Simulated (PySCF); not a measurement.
# Correlation energy of Ti (titanium, neutral)

[Ar] 3d3 4s1, high-spin 5F determinant (an excited configuration). Computed with PySCF 2.14 in x2c-TZVPPall (6s5p4d2f1g, 64 functions), with the spin-free X2C one-electron Hamiltonian (Gaussian nucleus). Frozen: [Ar]; 4 electrons correlated.

```
  level  correlation energy (mhartree)
   CCSD                         -39.59
    (T)                          -0.94
CCSD(T)                         -40.53
```

Diagnostics: T1 = 0.020, D1 = 0.0286, largest double amplitude 0.035.

**Question.** Is a single reference adequate?

**Answer.** Yes: T1 lies below 0.03 and no double amplitude reaches 0.07.
